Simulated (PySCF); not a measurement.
C3H7Al.

```xyz
11

Al     0.6752     0.4355     0.9029
C     -0.1974    -1.2678     0.2449
C     -0.8991    -0.2564    -0.5513
C     -0.3181     0.5720    -1.4711
H     -0.8334    -1.8901     0.8813
H      0.5687    -1.8441    -0.2915
H     -1.9099     0.0121    -0.2156
H      0.6685     0.3579    -1.8946
H     -0.8739     1.4071    -1.9024
H     -0.0677     1.3600     1.9475
H      2.1578     0.6489     0.4024
```

The structure is a stationary point at B3LYP-D3(BJ)/def2-SVP. The structure was generated by enumeration; whether it is a known compound was not checked. Other conformers were not sampled.

Level of theory: PySCF with PBE/pcSseg-1. Non-relativistic, no solvent.

Computed absolute GIAO shielding of each atom: isotropic value and principal components (ppm):
| atom | σ(iso) | σ11 | σ22 | σ33 | span |
|---|---|---|---|---|---|
| Al1 | 463.2 | 359.9 | 396.7 | 633.0 | 273.1 |
| C2 | 150.7 | 120.1 | 155.9 | 176.2 | 56.2 |
| C3 | 39.5 | -63.8 | 23.1 | 159.2 | 223.0 |
| C4 | 78.8 | -9.3 | 89.8 | 155.8 | 165.1 |
| H5 | 28.8 | 25.5 | 26.3 | 34.7 | 9.3 |
| H6 | 29.1 | 25.4 | 26.0 | 35.9 | 10.5 |
| H7 | 25.0 | 22.4 | 25.9 | 26.8 | 4.4 |
| H8 | 26.5 | 22.6 | 25.0 | 31.9 | 9.2 |
| H9 | 26.2 | 23.3 | 25.1 | 30.2 | 6.9 |
| H10 | 28.0 | 24.2 | 25.5 | 34.2 | 10.0 |
| H11 | 27.7 | 24.1 | 25.9 | 33.2 | 9.1 |
